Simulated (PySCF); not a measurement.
**Dipole moment and polarisability of methyl 3-methoxypropionate**

Compound: methyl 3-methoxypropionate, C5H10O3.
Structure used (GFN2-xTB), in Å, numbered top down from 1:
```
atom  x, y, z in Å
C1    -3.4804   -0.2754    0.6266
O2    -2.3309   -0.5107   -0.1438
C3    -1.1576   -0.0182    0.4608
C4     0.0237   -0.3246   -0.4516
C5     1.3181    0.1777    0.1394
O6     1.4298    0.7500    1.1906
O7     2.3518   -0.0964   -0.6651
C8     3.6283    0.3329   -0.2075
H9    -3.4100   -0.7644    1.6064
H10   -3.6428    0.7985    0.7829
H11   -4.3186   -0.6925    0.0723
H12   -1.2335    1.0678    0.6213
H13   -1.0039   -0.4897    1.4432
H14    0.1004   -1.4004   -0.6159
H15   -0.1284    0.1405   -1.4268
H16    3.6379    1.4164   -0.0741
H17    3.8661   -0.1395    0.7477
H18    4.3411    0.0342   -0.9714
```

Level: PBE0/def2-SVPD (PySCF), static field, nuclei fixed, core orbitals frozen in the response. The polarisability tensor in these axes (au):

```
x   94.01  2.99 -4.10
y    2.99 61.47  3.75
z   -4.10  3.75 67.30
```

**Question.** What are the eigenvalues, a third of the trace, and Δα (Δα² = ½Σ(αi − αj)² over the three pairs)?

**Answer.** Principal values 59.05, 68.93 and 94.80 au; mean 74.26 au = 11.00 Å³ = 12.24 × 10⁻⁴⁰ C²·m²/J; Δα = 31.98 au (43 % of the mean).

**Question.** What is the dipole moment, and where does it point?

**Answer.** (0.48, -0.19, -0.49) D, 0.71 D in size, pointing from the negative to the positive side. Measured along this direction, the outermost atoms are H10 and H9 at the negative end and H18 at the positive end.

**Question.** Refractivity n − 1 of an ideal gas of it at 298.15 K and 1 atm, from the electronic α?

**Answer.** N = p/kT = 2.4615 × 10¹⁹ cm⁻³, so n − 1 = 2π × N × 11.00 × 10⁻²⁴ cm³ = 1702 × 10⁻⁶ at long wavelengths.

**Question.** Find the Langevin capture rate constant for NO+ (29.998 u) meeting this molecule (118.063 u), k = 2.342 × 10⁻⁹ cm³/s × √(α in Å³ / reduced mass in u).

**Answer.** The reduced mass is 23.92 u, so k = 1.59 × 10⁻⁹ cm³/s. The formula leaves out the permanent dipole, which adds to the capture rate.

**Question.** Orientational against electronic polarisability at 400 K (dilute gas, rigid molecules)?

**Answer.** In Gaussian units μ²/3kT = 3.04 Å³ against 11.00 Å³, a ratio of 0.28; the Debye molar polarisation (4π/3)N_A(α + μ²/3kT) is 35.4 cm³/mol, leaving out the vibrational part.

**Question.** In TDDFT the mean static polarisability is Σ f/ω² over all singlet excitations (ω in hartree). How much of it do the 6 lowest give? Their energies (eV) and oscillator strengths: 6.02, 0.0006; 6.76, 0.0028; 7.02, 0.0177; 7.54, 0.0070; 7.62, 0.0145; 8.04, 0.0084.

**Answer.** They add up to 0.70 au, 0.9 % of the 74.26 au; the largest single term is 0.27 au, from the state at 7.02 eV. Terms in order: 0.01, 0.05, 0.27, 0.09, 0.18, 0.10 au. Higher excitations give the rest. The strengths listed sum to 0.051.

**Question.** What are the principal values of the traceless quadrupole moment, Θ = ½Σq(3rr − r²1), about the centre of nuclear charge?

**Answer.** -12.81, -1.13, 13.94 D·Å. The values depend on the origin, since the dipole doesn't vanish. The electronic extent ⟨r²⟩ about the same centre is 1567 bohr², a root-mean-square distance of 2.62 Å for the 64 electrons.

One conformer (not necessarily the lowest) at the GFN2-xTB geometry, without solvent, vibrations or thermal averaging.

The run behind these numbers computed excited states as well. Time: 78 s wall; peak memory 1.0 GiB. Hardware: Arm Neoverse N1, one thread (shared host).
